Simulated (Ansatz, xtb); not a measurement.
Two isomers of H9Si4

We compare I, `[SiH3][Si]([SiH3])[SiH3]`, a doublet, with II, `[SiH3][SiH][SiH2][SiH3]`, a doublet. Both are isolated molecules in the gas phase, relaxed with B3LYP/6-31G*, each in the lowest conformer that the search found.

Quicker runs give these differences E(II) − E(I): GFN2-xTB +3.5 kcal/mol; HF/STO-3G +2.1 kcal/mol (at GFN2-xTB geometries); r2SCAN-D4/def2-SVP +4.2 kcal/mol (at GFN2-xTB geometries).

Question: Estimate E(II) − E(I) at the level CCSD(T)/def2-SVP + ΔMP2/def2-TZVPP.

Answer: Calculated at CCSD(T)/def2-SVP + ΔMP2/def2-TZVPP: E(II) − E(I) = +3.3 kcal/mol, so structure I lies lower.

How the difference moves with the method:

```csv
level,geometry,E(II) − E(I) (kcal/mol),departure from the last row (kcal/mol),"job, with rough time for the two"
GFN2-xTB,GFN2-xTB,+3.5,+0.2,"optimisation, 0.49 s"
HF/STO-3G,GFN2-xTB,+2.1,−1.2,"single point, 1 s"
r2SCAN-D4/def2-SVP,GFN2-xTB,+4.2,+0.9,"single point, 8.4 s"
B3LYP/6-31G*,B3LYP/6-31G*,+2.6,−0.7,"optimisation, 2.5 min"
HF/def2-SVP,B3LYP/6-31G*,+3.5,+0.2,part of the CCSD(T) run
MP2/def2-SVP,B3LYP/6-31G*,+3.9,+0.5,part of the CCSD(T) run
CCSD(T)/def2-SVP,B3LYP/6-31G*,+3.5,+0.2,single point
CCSD(T)/def2-SVP + ΔMP2/def2-TZVPP,B3LYP/6-31G*,+3.3,,"single point, 72 s"
```

As drawn, both hold the same kinds of bond in the same numbers.

None of the levels shown reverses the order. The largest departure from CCSD(T)/def2-SVP + ΔMP2/def2-TZVPP is that of HF/STO-3G, 1.2 kcal/mol. The last row adds to CCSD(T) the change of the MP2 difference between the two basis sets, here −0.2 kcal/mol.

With harmonic frequencies from B3LYP/6-31G* (ideal gas, rigid rotor, one conformer each, 400 K, 1 atm): on the last row, ΔE + ΔZPE = +3.1 kcal/mol. A mode under 50 cm⁻¹ makes harmonic enthalpies and free energies unreliable, so none is given.

Open shells are spin-unrestricted. The correlated steps freeze 20 core orbitals. Programs: Ansatz 0.2.0, xtb 6.7.1; the last row on 2 threads of Intel(R) Xeon(R) Platinum 8259CL CPU @ 2.50GHz (Skylake/Cascade Lake) on a shared host.
